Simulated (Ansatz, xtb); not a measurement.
This singlet lies 1.52 eV below the relaxed triplet at the level frozen-core CCSD(T)/cc-pVTZ // PBE0-D4/def2-SVP (Ansatz, a quantum-chemistry and plane-wave program).

Level of theory: GFN2-xTB (xtb).

```
xtb start.xyz --ohess tight --gfn 2 --chrg 0 --uhf 0 --iterations 400

# start.xyz
5

C      0.820098    -0.222839     0.433715
N     -0.453630     0.009919    -0.215709
H      1.642903     0.077243    -0.260444
H     -1.123679    -0.759613    -0.049262
H     -0.885692     0.895290     0.091700
```

Output:

```
[...]
 * total energy  :    -6.4752702 Eh     change       -0.8424635E-06 Eh
   gradient norm :     0.0003450 Eh/α   predicted    -0.6439595E-06 ( -23.56%)
   *** GEOMETRY OPTIMIZATION CONVERGED AFTER 12 ITERATIONS ***
  Final Singlepoint                |
           -------------------------------------------------

          ...................................................
          :                      SETUP                      :
          :.................................................:
          :  # basis functions                  11          :
          :  # atomic orbitals                  11          :
          :  # shells                            7          :
          :  # electrons                        12          :
          :  max. iterations                   400          :
          :  Hamiltonian                  GFN2-xTB          :
          :  restarted?                      false          :
          :  GBSA solvation                  false          :
          :  PC potential                    false          :
          :  electronic temp.          300.0000000     K    :
          :  accuracy                    1.0000000          :
          :  -> integral cutoff          0.2500000E+02      :
          :  -> integral neglect         0.1000000E-07      :
          :  -> SCF convergence          0.1000000E-05 Eh   :
          :  -> wf. convergence          0.1000000E-03 e    :
          :  Broyden damping             0.4000000          :
          :  net charge                          0          :
          :  unpaired electrons                  0          :
          ...................................................

 iter      E             dE          RMSdq      gap      omega  full diag
   1     -6.5598188 -0.655982E+01  0.154E-05    2.84       0.0  T
   2     -6.5598188 -0.301981E-13  0.930E-06    2.84    4808.5  T
   3     -6.5598188 -0.115463E-13  0.172E-06    2.84   26049.5  T

   *** convergence criteria satisfied after 3 iterations ***

         #    Occupation            Energy/Eh            Energy/eV
      -------------------------------------------------------------
         1        2.0000           -0.6391346             -17.3917
         2        2.0000           -0.5826677             -15.8552
         3        2.0000           -0.5543249             -15.0839
         4        2.0000           -0.4703957             -12.8001
         5        2.0000           -0.4630007             -12.5989
         6        2.0000           -0.3360566              -9.1446 (HOMO)
         7                         -0.2316537              -6.3036 (LUMO)
         8                          0.0200724               0.5462
         9                          0.1273354               3.4650
        10                          0.2853215               7.7640
        11                          0.4543600              12.3638
      -------------------------------------------------------------
                  HL-Gap            0.1044028 Eh            2.8409 eV
             Fermi-level           -0.2838552 Eh           -7.7241 eV


         :::::::::::::::::::::::::::::::::::::::::::::::::::::
         ::                     SUMMARY                     ::
         :::::::::::::::::::::::::::::::::::::::::::::::::::::
         :: total energy              -6.475270206230 Eh    ::
         :: gradient norm              0.000352826307 Eh/a0 ::
         :: HOMO-LUMO gap              2.840945582112 eV    ::
         ::.................................................::
         :: SCC energy                -6.559818830608 Eh    ::
         :: -> isotropic ES            0.004466820665 Eh    ::
         :: -> anisotropic ES          0.000109969217 Eh    ::
         :: -> anisotropic XC          0.007534274946 Eh    ::
         :: -> dispersion             -0.001034452284 Eh    ::
         :: repulsion energy           0.084548624378 Eh    ::
         :: add. restraining           0.000000000000 Eh    ::
         :: total charge              -0.000000000000 e     ::
         :::::::::::::::::::::::::::::::::::::::::::::::::::::

           -------------------------------------------------
          |                Numerical Hessian                |
           -------------------------------------------------
step length          :   0.00500
SCC accuracy         :   0.30000
Hessian scale factor :   1.00000
frozen atoms in %    :   0.00000    0
RMS gradient         :   0.00035
estimated CPU  time      0.00 min
estimated wall time      0.00 min

writing file <hessian>.

 projected vibrational frequencies (cm⁻¹)
eigval :       -0.00    -0.00    -0.00     0.00     0.00     0.00
eigval :      789.37  1024.73  1032.42  1327.11  1468.12  1539.35
eigval :     2777.29  3114.55  3386.50
           -------------------------------------------------
          |                Property Printout                |
           -------------------------------------------------

    * Orbital Energies and Occupations

         #    Occupation            Energy/Eh            Energy/eV
      -------------------------------------------------------------
         1        2.0000           -0.6391346             -17.3917
         2        2.0000           -0.5826677             -15.8552
         3        2.0000           -0.5543249             -15.0839
         4        2.0000           -0.4703957             -12.8001
         5        2.0000           -0.4630007             -12.5989
         6        2.0000           -0.3360566              -9.1446 (HOMO)
         7                         -0.2316537              -6.3036 (LUMO)
         8                          0.0200724               0.5462
         9                          0.1273354               3.4650
        10                          0.2853215               7.7640
        11                          0.4543600              12.3638
      -------------------------------------------------------------
                  HL-Gap            0.1044028 Eh            2.8409 eV
             Fermi-level           -0.2838552 Eh           -7.7241 eV

     #   Z          covCN         q      C6AA      α(0)
     1   6 C        1.832    -0.171    36.094     9.706
     2   7 N        2.630    -0.128    23.799     7.245
     3   1 H        0.922    -0.002     3.097     2.752
     4   1 H        0.860     0.167     1.293     1.781
     5   1 H        0.859     0.135     1.505     1.922

 Mol. C6AA /au·bohr⁶  :        224.671071
 Mol. C8AA /au·bohr⁸  :       4825.469174
 Mol. α(0) /au        :         23.406722

Wiberg/Mayer (AO) data.
largest (>0.10) Wiberg bond orders for each atom

 ---------------------------------------------------------------------------
     #   Z sym  total        # sym  WBO       # sym  WBO       # sym  WBO
 ---------------------------------------------------------------------------
     1   6 C    2.710 --     2 N    1.687     3 H    0.977
     2   7 N    3.570 --     1 C    1.687     4 H    0.950     5 H    0.933
     3   1 H    1.000 --     1 C    0.977
     4   1 H    0.972 --     2 N    0.950
Molecule has the following symmetry elements: (sigma)
It seems to be the Cs point group
     5   1 H    0.982 --     2 N    0.933
 ---------------------------------------------------------------------------

Topologies differ in total number of bonds
Writing topology from bond orders to xtbtopo.mol

molecular dipole:
                 x           y           z       tot (Debye)
 q only:       -0.719       0.184      -0.029
   full:       -1.017       0.742      -0.100       3.209
molecular quadrupole (traceless):
                xx          xy          yy          xz          yz          zz
 q only:        0.308       0.617       0.258      -0.069      -0.097      -0.566
  q+dip:        0.737       2.432       0.132      -0.287      -0.103      -0.869
   full:        0.492       2.448      -0.626      -0.300       0.118       0.135

           -------------------------------------------------
          |                Geometry Summary                 |
           -------------------------------------------------

      molecular mass/u    :       29.0412614
   center of mass at/Å    :        0.1167439      -0.2125774       0.0271190
  moments of inertia/u·Å² :        0.2424972E+01   0.1474714E+02   0.1717211E+02
rotational constants/cm⁻¹ :        0.6951682E+01   0.1143112E+01   0.9816867E+00

 * 3 selected distances

     #   Z          #   Z                                           value/Å
     1   6 C        2   7 N                                       1.2952272 (max)
     2   7 N        4   1 H                                       1.0130269 (min)
     2   7 N        5   1 H                                       1.0260029

 * 2 distinct bonds (by element types)

   Z      Z             #   av. dist./Å        max./Å        min./Å
   1 H    7 N           2     1.0195149     1.0260029     1.0130269
   6 C    7 N           1     1.2952272     1.2952272     1.2952272

           -------------------------------------------------
          |               Frequency Printout                |
           -------------------------------------------------
 projected vibrational frequencies (cm⁻¹)
eigval :       -0.00    -0.00    -0.00     0.00     0.00     0.00
eigval :      789.37  1024.73  1032.42  1327.11  1468.12  1539.35
eigval :     2777.29  3114.55  3386.50
 reduced masses (amu)
   1:  4.59   2:  8.45   3:  8.76   4: 11.48   5: 11.88   6: 10.08   7:  4.10   8:  2.01
   9:  1.86  10:  4.26  11:  8.99  12:  5.36  13:  1.80  14:  1.70  15:  1.79
 IR intensities (km·mol⁻¹)
   1: 39.61   2:  5.51   3: 20.54   4:  6.63   5:  0.39   6:  1.93   7:198.83   8: 26.39
   9:  1.42  10: 14.62  11: 10.90  12:  7.12  13:206.72  14: 74.40  15:  0.50
 Raman intensities (Ä⁴*amu⁻¹)
   1:  0.00   2:  0.00   3:  0.00   4:  0.00   5:  0.00   6:  0.00   7:  0.00   8:  0.00
   9:  0.00  10:  0.00  11:  0.00  12:  0.00  13:  0.00  14:  0.00  15:  0.00
 output can be read by thermo (or use thermo option).
 writing <g98.out> molden fake output.
 recommended (thermochemical) frequency scaling factor: 1.0
           -------------------------------------------------
          |             Thermodynamic Functions             |
           -------------------------------------------------

cs  symmetry found (for desy threshold:  0.10E+00) used in thermo

          ...................................................
          :                      SETUP                      :
          :.................................................:
          :  # frequencies                           9      :
          :  # imaginary freq.                       0      :
          :  linear?                             false      :
          :  only rotor calc.                    false      :
          :  symmetry                               cs      :
          :  rotational number                       1      :
          :  scaling factor                  1.0000000      :
          :  rotor cutoff                   50.0000000 cm⁻¹ :
          :  imag. cutoff                  -20.0000000 cm⁻¹ :
          :.................................................:

    mode    ω/cm⁻¹     T·S(HO)/kcal·mol⁻¹    T·S(FR)/kcal·mol⁻¹   T·S(vib)
   ------------------------------------------------------------------------
   ------------------------------------------------------------------------

   temp. (K)  partition function   enthalpy   heat capacity  entropy
                                   cal/mol     cal/K/mol   cal/K/mol   J/K/mol
 298.15  VIB   1.04                  104.995      1.647      0.431
         ROT  0.189E+04              888.752      2.981     17.977
         INT  0.197E+04              993.747      4.628     18.407
         TR   0.151E+27             1481.254      4.968     36.016
         TOT                        2475.0013     9.5964    54.4234   227.7076

       T/K    H(0)-H(T)+PV         H(T)/Eh          T*S/Eh         G(T)/Eh
   ------------------------------------------------------------------------
    298.15    0.394417E-02    0.414415E-01    0.258583E-01    0.155832E-01
   ------------------------------------------------------------------------

         :::::::::::::::::::::::::::::::::::::::::::::::::::::
         ::                  THERMODYNAMIC                  ::
         :::::::::::::::::::::::::::::::::::::::::::::::::::::
         :: total free energy          -6.459686983676 Eh   ::
         ::.................................................::
         :: total energy               -6.475270206230 Eh   ::
         :: zero point energy           0.037497380925 Eh   ::
         :: G(RRHO) w/o ZPVE           -0.021914158371 Eh   ::
         :: G(RRHO) contrib.            0.015583222554 Eh   ::
         :::::::::::::::::::::::::::::::::::::::::::::::::::::

optimized geometry written to: xtbopt.xyz

           -------------------------------------------------
          | TOTAL ENERGY               -6.475270206230 Eh   |
          | TOTAL ENTHALPY             -6.433828659601 Eh   |
          | TOTAL FREE ENERGY          -6.459686983676 Eh   |
          | GRADIENT NORM               0.000352811008 Eh/α |
          | HOMO-LUMO GAP               2.840945724833 eV   |
           -------------------------------------------------

------------------------------------------------------------------------
```

Cost: roughly 0.06 core-seconds.
